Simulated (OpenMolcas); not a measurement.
## CH4BFOSi: a line through the functionals

The species is CH4BFOSi (9 atoms), meant as a singlet with charge 0. As SMILES, `O=CB[SiH2]F`. Geometry: relaxed at PBE0-D4/def2-TZVP. This is one conformer, not always the lowest.

The vertical ionisation energy (to the doublet cation) y, in eV, basis def2-SVP; a is the functional's share of exact exchange. Programs: OpenMolcas 26.06.

```
functional     program     a  y (eV)
      TPSS  OpenMolcas     0    9.99
    revPBE  OpenMolcas     0    9.87
     B3LYP  OpenMolcas   0.2       ?
      PBE0  OpenMolcas  0.25   10.30
     BHLYP  OpenMolcas   0.5   10.40
```

**Question.** Fit y = c + s·a to the known rows and predict B3LYP.

**Answer.** 
1. Means of the 4 rows: a = 0.1875, y = 10.140.
2. Σ(Δa)² = 0.17188, Σ(Δa·Δy) = 0.17, so the slope is 0.17/0.17188 = 0.98906.
3. Intercept: 10.140 − (0.98906) × 0.1875 = 9.955. The largest residual of the fit is 0.098.
4. B3LYP: 9.955 + (0.98906) × 0.2 = 10.15 eV.

The run gave 10.27 eV, so the prediction is off by -0.12 eV, about the largest residual. The rows mix families of semi-local functionals, which the line can't see.
